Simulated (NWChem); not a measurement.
System: ZnH2SO; SMILES [OH][Zn][SH]

```xyz
5

Zn    -0.3204     0.2801     0.0000
O     -0.5801     2.0340     0.0000
H      0.2141     2.5765     0.0000
S     -0.1937    -1.8874     0.0000
H      1.1590    -1.8730     0.0000
```
Atoms are numbered in this order, from 1.

This is a stationary point of PBE0/def2-SVP (NWChem), point group Cs. 

**Question.** Is it a minimum? If not, what does it relax to?

**Answer.** No. It has an imaginary frequency of 155i cm⁻¹. Following that mode (on a finer grid) lowers the energy by 0.6 kcal/mol and ends, with real frequencies alone, at point group C1:
```xyz
5

Zn     0.0584     0.3831    -0.0085
O     -0.0604     2.1329     0.2473
H      0.2280     2.6754    -0.4932
S      0.1302    -1.7752    -0.2002
H      1.3494    -1.8556     0.3804
```
